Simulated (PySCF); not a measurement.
Correlation energy of Ne³⁺ (neon, charge +3)

[He] 2s2 2p3, high-spin 4S determinant. Computed with PySCF 2.14 in aug-cc-pCVTZ-DK (7s6p4d2f, 59 functions), with scalar relativity by spin-free X2C-1e. Frozen: nothing; 7 electrons correlated.

| level | correlation energy (mhartree) |
| --- | --- |
| CCSD | -175.34 |
| (T) | -1.12 |
| CCSD(T) | -176.46 |

Diagnostics: T1 = 0.0018, D1 = 0.0055, largest double amplitude 0.024.

Question: Is a single reference adequate?

Answer: Yes: T1 lies below 0.03 and no double amplitude reaches 0.07.
